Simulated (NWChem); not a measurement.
# SiBr4; SMILES Br[Si](Br)(Br)Br

Program: NWChem. Pople sets run with spherical d functions. This build's default masses of Se (78.918 u) and Br (79.917 u) are each other's, which moves their modes by up to 0.6 %. The level has its own optimisation; frequencies are unscaled.

**Question.** Estimate the computed values for Hartree-Fock/6-31G*. Quantities: r Br–Si (Å); highest harmonic frequency (cm⁻¹); lowest (cm⁻¹); zero-point energy (kcal/mol).

**Answer.** 
```
Quantity                           Value
---------------------------------  -----
r Br–Si (Å)                        2.204
highest harmonic frequency (cm⁻¹)    523
lowest (cm⁻¹)                         94
zero-point energy (kcal/mol)         3.5
```
